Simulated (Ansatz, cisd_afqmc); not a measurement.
System: C$_{3}$H$_{5}$N, charge 0, singlet. C3H5N (propanenitrile, SMILES N#CCC).
B3LYP-D3(BJ)/def2-TZVP minimum from Ansatz (a first-principles code):
```
C
H 1 1.0924
H 1 1.0924 2 106.81
C 1 1.4594 2 108.09 3 116.10
N 4 1.1499 3 150.56 1 178.16
C 1 1.5338 2 110.59 3 -120.39
H 6 1.0896 1 110.87 2 178.94
H 6 1.0896 7 108.22 1 -121.79
H 6 1.0899 7 108.52 8 -117.58
```
Charge 0, spin multiplicity 1.

Atomisation energy term by term, kcal/mol (programs: Ansatz, cisd_afqmc). Radicals and triplets start from unrestricted determinants; spin-orbit coupling is neglected. Cores are frozen in correlated methods. Rows without X2C or -DK are non-relativistic. The Monte Carlo rows (phaseless AFQMC, CISD trial, step 0.005/hartree) carry one-sigma bars that omit the constraint's bias. Outlying blocks are dropped, and bars are widened where a walk drifts. Over all cases where full CI ran beside it in this data, AFQMC minus full CI had a median of +0.1 mEh and passed +0.4 mEh in a tenth of the cases. CBS(X,Y): correlation extrapolated as X^-3, Hartree-Fock from the larger set. A bracket is a step between two methods taken in the basis named. '+ core + X2C': CCSD(T) terms for core correlation (cc-pwCVTZ) and scalar relativity (cc-pVTZ-DK). Where a partner has so few electrons that a lower coupled-cluster level is exact, that level stands in.

```json
[
 {"term": "Hartree-Fock", "basis": "cc-pVQZ", "kcal/mol": "658.82"},
 {"term": "CCSD correlation", "basis": "CBS(cc-pVTZ,cc-pVQZ)", "kcal/mol": "232.07"},
 {"term": "(T)", "basis": "CBS(cc-pVTZ,cc-pVQZ)", "kcal/mol": "16.47"},
 {"term": "CCSDT(Q) - CCSD(T)", "basis": "cc-pVDZ", "kcal/mol": "0.84"},
 {"term": "core correlation", "basis": "cc-pwCVTZ", "kcal/mol": "4.01"},
 {"term": "scalar relativity", "basis": "X2C, cc-pVTZ-DK", "kcal/mol": "-0.62"},
 {"term": "sum: De", "basis": "", "kcal/mol": "911.6"}
]
```

The step beyond CCSD(T) by other levels: AFQMC/CISD in cc-pVTZ 0.12 ± 0.27 kcal/mol.
